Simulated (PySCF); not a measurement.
C5H2F3NS.
SMILES with atom numbers: `[F:1][C:2]([F:3])=[C:4]([F:5])[c:6]1[cH:7][s:8][cH:9][n:10]1` (hydrogens: H11 on C7; H12 on C9)

Cartesian coordinates in Å at the PBE0-D3(BJ)/def2-SVP level; atoms count from 1:
```xyz
12
C5H2F3NS angstrom
F     -3.4600   -0.1400    0.1813
C     -2.2290    0.2925    0.0995
F     -2.1640    1.5889    0.0153
C     -1.1721   -0.5325    0.1010
F     -1.4175   -1.8446    0.1910
C      0.2328   -0.1764    0.0030
C      1.2391   -1.1156   -0.0403
S      2.7543   -0.3276   -0.1616
C      1.9338    1.1954   -0.1444
N      0.6443    1.1271   -0.0563
H      1.1458   -2.1985   -0.0104
H      2.4935    2.1316   -0.2035
```

Linear response at CAM-B3LYP/def2-SVPD (PySCF, frozen core in the response, non-relativistic).

Static isotropic polarisability: 87.63 au (12.98 Å³), principal values 51.4, 83.6, 127.9 au.

(1) What is the polarisability at 1064 nm and at the sodium D line?

(2) What is the isotropic C6 coefficient between two such molecules, C6 = (3/π)∫α(iω)² dω?

(3) Which effective excitation energy ω̄ makes London's formula C6 = (3/4)α²ω̄ exact here?

(4) What molar refraction at the D line follows from R = (4π/3)·N_A·α′, with α′ the polarisability volume?

(5) How many electrons N does the Slater–Kirkwood formula C6 = (3/4)·√N·α^(3/2) need to give this C6?

(6) The lowest 6 singlets have (eV, f): 5.15, 0.177; 5.59, 0.000; 5.81, 0.001; 5.82, 0.336; 6.34, 0.007; 6.45, 0.270. What share of the static polarisability do they carry in the sum over states α = Σ f/ω²?

Results:

(1) 88.84 au at 1064 nm (+1.4 %), 91.91 au at 589.3 nm (+4.9 %). The rise at 589.3 nm is 3.52 times that at 1064 nm; a pure ω² law gives 3.26. The lowest singlet lies at 241 nm, shorter than both wavelengths.

(2) 2948 au (Eh·bohr⁶) by a ten-point quadrature over imaginary frequencies, which is 1760 eV·Å⁶ or 170 J·nm⁶/mol.

(3) ω̄ = 4·C6/(3α²) = 0.512 Eh = 13.9 eV. A one-pole form α(ω) = α/(1 − ω²/ω̄²) fitted to the 1064 nm value gives 9.9 eV.

(4) α′ = 13.62 Å³ gives R = 34.36 cm³/mol, for isolated, non-vibrating species.

(5) N = (4·C6/3)²/α³ = 23.0; the species has 82 electrons in all.

(6) 17.26 au, 19.7 % of α; the largest term, 7.35 au, is that of the state at 5.82 eV. Their oscillator strengths add up to 0.79. Higher states carry the rest.

The run took about 90 s of CPU time (one thread, shared machine). This is the whole response run at CAM-B3LYP/def2-SVPD, SCF included.

One conformer stands for the species.
